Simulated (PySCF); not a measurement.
Compound: C₄H₁₁As.
Cartesian coordinates in Å at the PBE0-D3(BJ)/def2-SVP level; atoms count from 1:
```xyz
16
C4H11As angstrom
C      1.857   -0.584   -0.223
C      0.777    0.436    0.114
C     -0.618   -0.161    0.294
C     -1.169   -0.806   -0.973
As    -1.959    1.145    0.972
H      2.846   -0.104   -0.288
H      1.673   -1.081   -1.187
H      1.919   -1.368    0.549
H      0.734    1.208   -0.676
H      1.061    0.970    1.036
H     -0.575   -0.926    1.090
H     -0.520   -1.625   -1.323
H     -1.243   -0.072   -1.792
H     -2.172   -1.229   -0.812
H     -1.059    1.734    2.057
H     -1.581    2.250   -0.015
```

All values: CAM-B3LYP/def2-SVPD (PySCF, non-relativistic), on one gas-phase PBE0-D3(BJ)/def2-SVP geometry that isn't relaxed in the solvent. The solvent is an IEF-PCM continuum (cavity from Bondi-type radii × 1.2), and excitations are vertical TDDFT with non-equilibrium linear response and a frozen core. Specific hydrogen bonds and non-electrostatic terms are outside this model. Spin–orbit coupling is left out although an atom past zinc is present.

Gas-phase singlets (H = HOMO, L = LUMO):

```
state  E (eV)  λ (nm)      f  leading configurations
   S1   6.256     198  0.061                 H→L 85%
   S2   6.733     184  0.057    H→L+1 57%, H→L+3 34%
   S3   6.943     179  0.180               H→L+2 86%
   S4   7.712     161  0.040    H-1→L 53%, H→L+3 16%
   S5   7.926     156  0.018    H→L+5 56%, H-1→L 21%
```

Problem. What are the lowest 5 singlets in chloroform (ε = 4.711)?

Solution. 
```csv
state,E (eV),λ (nm),f,leading configurations,change by rank (eV)
S1,6.267,198,0.097,H→L 85%,+0.011
S2,6.684,185,0.090,"H→L+1 67%, H→L+3 25%",-0.049
S3,6.872,180,0.270,H→L+2 86%,-0.071
S4,7.712,161,0.065,"H-1→L 73%, H→L+3 9%",0.000
S5,8.015,155,0.016,"H→L+3 34%, H→L+5 19%",+0.089
```

Problem. Give the list for dimethylsulfoxide (ε = 46.83), n² = 2.19.

Solution. 
| state | E (eV) | λ (nm) | f | leading configurations | change by rank (eV) |
| --- | --- | --- | --- | --- | --- |
| S1 | 6.299 | 197 | 0.102 | H→L 86% | +0.043 |
| S2 | 6.696 | 185 | 0.093 | H→L+1 68%, H→L+3 21% | -0.037 |
| S3 | 6.870 | 180 | 0.285 | H→L+2 82%, H→L+1 9% | -0.073 |
| S4 | 7.716 | 161 | 0.069 | H-1→L 77% | +0.004 |
| S5 | 8.061 | 154 | 0.014 | H→L+3 42%, H→L+5 12% | +0.135 |

Problem. The ground-state energy changes by -0.061 eV from gas to dimethylsulfoxide. By how much does the total energy of gas-phase S1 change?

Solution. E(S1) = E(S0) + excitation energy, so it changes by -0.061 + 0.043 = -0.018 eV: it is lowered less than the ground state, which is what a blue shift means. This is the vertical state, with the slow part of the continuum still set for S0.

Problem. How do the frontier levels move from gas to dimethylsulfoxide?

Solution. 
| orbital | gas (eV) | solvent (eV) | change (eV) |
| --- | --- | --- | --- |
| LUMO+2 | 1.83 | 1.88 | +0.05 |
| LUMO+1 | 1.65 | 1.78 | +0.13 |
| LUMO | 1.03 | 1.21 | +0.18 |
| HOMO | -8.32 | -8.29 | +0.03 |
| HOMO-1 | -9.91 | -9.74 | +0.17 |
| HOMO-2 | -10.72 | -10.48 | +0.24 |
| HOMO-3 | -10.82 | -10.60 | +0.22 |

The HOMO–LUMO gap goes from 9.36 to 9.49 eV.
